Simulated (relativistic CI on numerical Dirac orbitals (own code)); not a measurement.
Level scheme of Mn3+

These numbers are calculated, not measured: Dirac-Coulomb-Breit CI, separate exchange-only KLI orbitals for each configuration, a model potential for QED, valence Slater integrals scaled by 0.85, P86 correlation estimate, and configurations built on the next ion tied to the tabulated ionisation energy (semi-empirical) (own radial code, finite nucleus).

Configuration list (outside the closed core [Ne]): 3s2 3p6 3d4, 3s2 3p6 3d3 4s, 3s2 3p6 3d3 4p, 3s2 3p6 3d3 4d, 3s2 3p6 3d3 5s, 3s2 3p6 3d3 4f, 3s2 3p5 3d5, 3s2 3p6 3d2 4s2, 3s2 3p6 3d3 5p, 3s2 3p6 3d3 5d, 3s2 3p6 3d2 4s 4p, 3s2 3p6 3d3 5f, 3s2 3p6 3d3 5g, 3s2 3p6 3d2 4p2, 3s2 3p4 3d6, 3s2 3p6 3d2 4s 4d, 3s 3p6 3d5. Levels of other configurations are missing.

| No. | Configuration | Term | J | E (cm⁻¹) | % | jj configuration (%) |
| --- | --- | --- | --- | --- | --- | --- |
| 41 | 3d3(4F) 4s | 3F | 3 | 122713.8 | 99 | 3d3/2 3d5/2^2 4s (57) |
| 42 | 3d3(4F) 4s | 3F | 4 | 123327.0 | 99 | 3d3/2 3d5/2^2 4s (51) |
| 43 | 3d3(4P) 4s | 5P | 1 | 131540.1 | 99 | 3d3/2^2 3d5/2 4s (57) |
| 44 | 3d3(4P) 4s | 5P | 2 | 131714.3 | 99 | 3d3/2^2 3d5/2 4s (41) |
| 45 | 3d3(4P) 4s | 5P | 3 | 132083.0 | 100 | 3d3/2 3d5/2^2 4s (62) |
| 46 | 3d3(2G) 4s | 3G | 3 | 133842.1 | 100 | 3d3/2 3d5/2^2 4s (50) |
| 47 | 3d3(2G) 4s | 3G | 4 | 134026.6 | 99 | 3d3/2^2 3d5/2 4s (50) |
| 48 | 3d3(2G) 4s | 3G | 5 | 134300.3 | 99 | 3d3/2^2 3d5/2 4s (47) |
| 49 | 3d3(2G) 4s | 1G | 4 | 137800.3 | 90 | 3d3/2^2 3d5/2 4s (64) |
| 50 | 3d3(4P) 4s | 3P | 0 | 138618.1 | 99 | 3d3/2^2 3d5/2 4s (97) |
| 51 | 3d3(4P) 4s | 3P | 1 | 138878.1 | 95 | 3d3/2^2 3d5/2 4s (46) |
| 52 | 3d3(4P) 4s | 3P | 2 | 139375.2 | 98 | 3d3/2 3d5/2^2 4s (44) |
| 53 | 3d3(2H) 4s | 3H | 4 | 139546.6 | 90 | 3d3/2 3d5/2^2 4s (50) |
| 54 | 3d3(2H) 4s | 3H | 5 | 139561.9 | 99 | 3d3/2 3d5/2^2 4s (67) |
| 55 | 3d3(2P) 4s | 3P | 1 | 139638.7 | 95 | 3d3/2 3d5/2^2 4s (45) |
| 56 | 3d3(2P) 4s | 3P | 2 | 139732.2 | 89 | 3d3/2 3d5/2^2 4s (43) |
| 57 | 3d3(2H) 4s | 3H | 6 | 139737.0 | 100 | 3d3/2 3d5/2^2 4s (100) |
| 58 | 3d3(2P) 4s | 3P | 0 | 139789.2 | 100 | 3d3/2 3d5/2^2 4s (97) |
| 59 | 3d3(2D) 4s | 3D | 1 | 141240.6 | 87 | 3d3/2 3d5/2^2 4s (48) |
| 60 | 3d3(2D) 4s | 3D | 2 | 141757.8 | 88 | 3d5/2^3 4s (49) |
| 61 | 3d3(2D) 4s | 3D | 3 | 141883.0 | 100 | 3d3/2 3d5/2^2 4s (51) |
| 62 | 3d3(2H) 4s | 1H | 5 | 143397.0 | 99 | 3d3/2 3d5/2^2 4s (76) |
| 63 | 3d3(2P) 4s | 1P | 1 | 143726.9 | 90 | 3d5/2^3 4s (58) |
| 64 | 3d3(2D) 4s | 1D | 2 | 145499.7 | 98 | 3d3/2 3d5/2^2 4s (45) |
| 65 | 3d3(2F) 4s | 3F | 4 | 155946.5 | 100 | 3d3/2 3d5/2^2 4s (72) |
| 66 | 3d3(2F) 4s | 3F | 3 | 156101.8 | 100 | 3d3/2 3d5/2^2 4s (62) |
| 67 | 3d3(2F) 4s | 3F | 2 | 156227.2 | 100 | 3d3/2 3d5/2^2 4s (54) |
| 68 | 3d3(2F) 4s | 1F | 3 | 159729.6 | 99 | 3d3/2 3d5/2^2 4s (63) |
| 69 | 3d3(4F) 4p | 5G° | 2 | 170337.3 | 99 | 3d3/2^2 3d5/2 4p1/2 (32) |
| 70 | 3d3(4F) 4p | 5G° | 3 | 170724.4 | 99 | 3d3/2^2 3d5/2 4p1/2 (50) |

Energies count from the lowest computed level; ° marks odd parity. Percentages are summed over parent terms; the parents shown are those of the largest component, closed shells are left out there. Filled j subshells are mostly left out of the jj labels.

The mean weight of the leading LS term, summed over parents, in these 30 levels is 97 %, and that of the leading jj configuration (from the same eigenvectors) 58 %, so LS coupling describes them better.

Configurations that consist of the next ion and one excited electron were tied to the tabulated ionisation energy; Rydberg ones are usually within 1,000 to 3,000 cm⁻¹ and the lowest ones within about 6,000 (9,000 in d shells), while levels on excited terms of the next ion carry the error of that term, and the other configurations can be misplaced by 10,000 cm⁻¹ or more. Rates follow the energies as ν³ (E1, M1) or ν⁵ (E2), so rates, branching and lifetimes can be off by large factors. The fine structure of a lone outer electron comes out too small, for d and f at times inverted, and misplaced configurations move strength between like terms. 64 of the 66 excited levels that our extract of the measured tables holds in this range could be paired (the sources list more); they are missed by 2109 cm⁻¹ on average and 3251 at most, and levels without a partner can miss by more.
